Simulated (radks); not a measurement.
Results of a calculation; reference values are marked as such.
Question: Dipole-allowed excitations along the series with 11 electrons in [Ne] 3s1. Code: a radial shooting solver on a logarithmic mesh with Libxc functionals. Model: scalar-relativistic Kohn-Sham, LDA (Slater exchange, VWN5 correlation), spin-polarised, spherical densities, finite nucleus; open shells are filled with parallel spins first; Fermi nuclear charge, rms radius of each element as measured or else 0.836 A^(1/3) + 0.57 fm. Time-dependent linear response with the Hartree and adiabatic LDA kernel, continuum included through the Sternheimer equations, no spin-orbit coupling, so fine structure and intercombination lines are absent. Lines are the poles of the dipole polarisability below minus the highest occupied eigenvalue, found on a grid refined at the orbital gaps; the lowest seven at most are given, and weak or close lines can be missed. The first line takes the name of the lowest orbital gap if no other gap lies below it; otherwise a line is named after a gap within 0.6 % of it, if that gap stands alone.

species  -e(HOMO) (eV)  lowest orbital gap (eV)  first line (eV)      f  static alpha (bohr^3)
Ti11+           281.23             3s-3p 25.649   27.425 (3s-3p)  0.431                 0.4472
V12+            325.33             3s-3p 27.880   29.796 (3s-3p)  0.412                 0.3613
Cr13+           372.54             3s-3p 30.155   32.212 (3s-3p)  0.394                 0.2957
Mn14+           422.87             3s-3p 32.479   34.676 (3s-3p)  0.378                 0.2448
Fe15+           476.34             3s-3p 34.858   37.196 (3s-3p)  0.364                 0.2047

Estimate the first line of Sc10+, its oscillator strength and the static polarisability.

Answer: 25.092 eV (3s-3p), f = 0.454, alpha = 0.5623 bohr^3.
